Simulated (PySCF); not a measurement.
C₆ coefficients of unlike pairs at TPSSh

Calculated with PySCF 2.14 from the dipole response of each species, C₆(A,B) = (3/π) ∫ α_A(iu) α_B(iu) du, in atomic units, from isotropic polarisabilities. For ions this is the dispersion term alone; charge-induced terms of lower order in 1/R come first.

| species | configuration | basis | relativity | α (bohr³) | C₆ (like pair) |
| --- | --- | --- | --- | --- | --- |
| O³⁺ | [He] 2s2 2p1 (2P) | aug-cc-pwCVTZ (7s6p4d2f) | none | 1.374 | 1.307 |
| Ag | [Kr] 4d10 5s1 (2S) | aug-cc-pwCVTZ-PP with ECP28MDF (8s8p7d4f3g) | core potential | 50.38 | 392.4 |
| F | [He] 2s2 2p5 (2P) | aug-cc-pVDZ-DK (4s3p2d) | spin-free X2C | 3.076 | 7.948 |
| Ta²⁺ | [Xe] 4f14 5d3 (4F) | aug-cc-pVTZ-PP with ECP60MDF (6s6p5d3f2g) | core potential | 14.51 | 80.93 |

Task: Estimate C₆ for Ag with O³⁺.

Result: The integral gives 19.55. The combination rule 2 C_A C_B / (C_A α_B/α_A + C_B α_A/α_B) gives 17.50 and the geometric mean 22.65.

No spin-orbit coupling is included.

The other pairs:

```csv
pair,C₆
"F, O³⁺",3.209
"Ta²⁺, Ag",167.7
"Ta²⁺, F",24.39
"Ta²⁺, O³⁺",10.08
"F, Ag",46.27
```
